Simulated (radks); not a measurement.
Question: All-electron calculation, scalar-relativistic Kohn-Sham, LB94 model potential, spin-polarised, spherical densities, finite nucleus; open shells are filled with parallel spins first; Fermi nuclear charge, rms radius of each element as measured or else 0.836 A^(1/3) + 0.57 fm. Program: a radial shooting solver on a logarithmic mesh with Libxc functionals. Response by self-consistent Sternheimer equations with the Hartree and adiabatic LDA kernel, the relativistic mass of each level held fixed and spin-orbit coupling left out. For heavy and open-shell atoms this level of theory can miss by tens of per cent. Rank Cr5+, Fe7+, Co8+, Mn6+, Sc2+, Ca+, Ti3+, V4+, K (NIST ground configurations) by static dipole polarisability, largest first.

Answer: K 181.0, Ca+ 58.19, Sc2+ 4.275, Ti3+ 2.260, V4+ 1.450, Cr5+ 1.016, Mn6+ 0.7493, Fe7+ 0.5723, Co8+ 0.4487 bohr^3.
